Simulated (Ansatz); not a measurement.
A nudged elastic band was laid between two geometries of BF2H + BrH (6 atoms, charge 0, multiplicity 1).

All numbers below come from RHF/def2-SVP (Ansatz 0.2.0).

```
movable images  : 7
climbing image  : yes
spring          : 5.0 eV/Å²
optimiser       : fire
start path      : through a guess of the saddle point
force threshold : 0.05 eV/Å
iteration limit : 60
end points      : relaxed
```

Initial state:

```xyz
6
Properties=species:S:1:pos:R:3
B -0.017 0.585 -0.251
H -0.023 0.972 0.873
F 1.104 0.417 -0.897
F -1.130 0.345 -0.886
Br 0.097 -2.872 1.227
H 0.105 -2.532 2.593
```

Final state:

```xyz
6
Properties=species:S:1:pos:R:3
B 0.020 -0.590 -0.688
H -0.001 0.307 2.635
F 1.119 0.092 -0.770
F -1.116 0.033 -0.742
Br 0.073 -2.492 -0.496
H 0.041 -0.435 2.719
```

**Question.** What changes between the two ends?

**Answer.** Bonds broken: B1–H2, Br5–H6. Bonds formed: B1–Br5, H2–H6. BF2H + BrH becomes BBrF2 + H2.

**Question.** Give the energies along the band, and the barrier.

**Answer.** It converged. The highest image is number 4 of 0 to 8, 2.00 eV above the first end and 2.18 eV above the last; the last end lies 0.18 eV below the first. Neighbouring images differ by up to 1.5 eV, so the band resolves the path poorly. Another band between the same ends (7 images) ends at a top of the same energy, where a vibrational analysis finds 1 clearly imaginary mode. The orbitals stay closed-shell, which can raise the energy where a bond breaks towards radicals; this wasn't checked here.

```csv
image,path coordinate (Å),energy (eV),B1–H2 (Å),Br5–H6 (Å),B1–Br5 (Å)
0,0.00,0.00,1.19,1.41,3.76
1,0.69,0.02,1.19,1.41,3.46
2,1.37,0.11,1.19,1.41,3.28
3,2.06,0.54,1.20,1.42,2.87
4,2.74,2.00,1.32,1.73,2.32
5,3.37,0.65,1.80,2.25,1.99
6,4.01,-0.01,2.36,2.81,1.92
7,4.64,-0.15,2.91,3.23,1.91
8,5.28,-0.18,3.44,3.82,1.91
```

**Question.** What is the geometry of the highest image?

**Answer.** 
```xyz
6
Properties=species:S:1:pos:R:3:forces:R:3
B 0.012 -0.178 0.104 0.00 0.00 0.00
H 0.007 0.166 1.380 0.00 0.00 0.00
F 1.145 0.125 -0.468 0.00 0.00 0.00
F -1.143 0.059 -0.459 0.00 0.00 0.00
Br 0.079 -2.418 0.699 0.00 0.00 0.00
H 0.036 -0.839 1.403 0.00 0.00 0.00
```

The band took 56 iterations and about 10 core-minutes.

The run took 9.9 min on 1 thread of Arm Neoverse V1, on a shared host, peak memory 0.16 GiB.
